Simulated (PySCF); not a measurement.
# Trend along group 14: MF molecules

CCSD(T) with triple-zeta basis sets in PySCF, for the lowest determinant that a PBE0 search found; no spin–orbit coupling. De refers to high-spin ground-configuration atoms.

```
 M         basis  reference, frozen orbitals  state (unpaired electrons)  Re (Å)  ωe (cm⁻¹)  De (eV)
 C    def2-TZVPP                      UHF, 2               doublet (π ↑)   1.278       1312     5.53
Ge    def2-TZVPP                     UHF, 10               doublet (π ↑)   1.753        677     5.13
Sn    def2-TZVPP                      UHF, 5               doublet (π ↑)   1.943        593     4.76
Pb  x2c-TZVPPall                     UHF, 35               doublet (π ↑)   2.052        527     4.36
```

The shortest bond is that of CF (1.278 Å), the longest that of PbF (2.052 Å).

The rows differ in basis set, which adds steps of its own.

Down a group the atoms grow and get heavier, so bonds lengthen and wavenumbers fall; this series shows no clear exception.

Correlated steps freeze the inner cores (2 to 35 orbitals); shallow outer-core shells are correlated. These are scalar-relativistic numbers at best; spin–orbit coupling would shift them, the dissociation energy most. States were picked by a PBE0 search and need not be the measured ground states.
